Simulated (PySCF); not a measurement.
## SbH: frontier orbitals

r²SCAN at R = 1.717 Å; PySCF, scalar-relativistic core potentials, basis sets Sb def2-TZVPPD with ECP28, H def2-TZVPPD. State: ³Σ⁻ (triplet), unpaired electrons π ↑↑. Only the outer orbitals are listed, counted within each symmetry, core potentials removing the inner ones.

```tsv
spin	orbital	occ.	ε (eV)	on Sb (%)	main shells (%)
α	4σ	1	-14.56	90	89 Sb s, 10 H s
α	5σ	1	-7.99	62	50 Sb p, 38 H s, 9 Sb s
α	3π	1	-5.77	100	100 Sb p
α	3π	1	-5.77	100	100 Sb p
α	6σ	0	-0.46	67	31 Sb p, 27 H s, 23 Sb d
β	4σ	1	-12.99	79	78 Sb s, 20 H s
β	5σ	1	-7.60	60	43 Sb p, 40 H s, 16 Sb s
β	3π	0	-3.27	97	97 Sb p
β	3π	0	-3.27	97	97 Sb p
β	6σ	0	0.20	67	31 Sb p, 21 H s, 19 Sb d
```

Question: Which are the highest filled and the lowest empty level, where do they sit, and how wide is the gap?

Answer: Highest filled α 3π at -5.77 eV (in %: 100 Sb p); lowest empty β 3π at -3.27 eV (in %: 97 Sb p); the gap at r²SCAN is 2.50 eV. Both belong to one degenerate shell, split only by its one-sided filling, so this is no excitation gap.

- bond order (Mayer): 0.96
- ⟨S²⟩: 2.009
- charge on Sb (Mulliken, basis-dependent): 0.10
- charge on Sb (Löwdin, basis-dependent): 0.40
- dipole moment (positive dipole means Sb(−)H(+)): -0.21 D

Spin–orbit coupling is left out. The state was picked by a PBE0 search and need not be the measured ground state.
